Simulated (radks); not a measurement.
Question: Species: Tb+. Configuration: [Xe] 4f8 6s2 (not the ground configuration). Method: scalar-relativistic Kohn-Sham, PBE, spin-polarised, spherical densities, finite nucleus; open shells are filled with parallel spins first (spin-orbit coupling, left out, can overturn this in heavy ions); Fermi nuclear charge, rms radius 5.06 fm; computed with a radial shooting solver on a logarithmic mesh with Libxc functionals. Some entries of the table are withheld. Estimate them.

orbital,occ.,eigenvalue (hartree),r(max) (bohr)
1s up,1,-1906.050,0.01364
1s down,1,-1906.050,0.01364
2s up,1,-316.4358,0.07750
2s down,1,-316.4341,0.07750
2p up,3,-281.2641,0.06280
2p down,3,-281.2629,0.06280
3s up,1,-70.67810,0.2198
3s down,1,-70.59135,0.2197
3p up,3,-59.82872,0.2158
3p down,3,-59.74232,0.2157
3d up,5,-45.67601,0.1765
3d down,5,-45.60995,0.1764
4s up,1,-14.53563,0.5046
4s down,1,-14.33882,0.5045
4p up,3,-10.95853,0.5268
4p down,3,-10.76362,0.5266
4d up,5,-6.04602,0.5462
4d down,5,-5.85361,0.5461
5s up,1,-2.24401,(1)
5s down,1,-2.14706,(2)
5p up,3,-1.36824,1.319
5p down,3,-1.29788,1.338
4f up,7,-0.71484,(3)
4f down,1,-0.54372,(4)
6s up,1,-0.38356,3.085
6s down,1,-0.37400,3.146

Answer: 
(1) 5s up r(max) (bohr): 1.167
(2) 5s down r(max) (bohr): 1.178
(3) 4f up r(max) (bohr): 0.5495
(4) 4f down r(max) (bohr): 0.5521
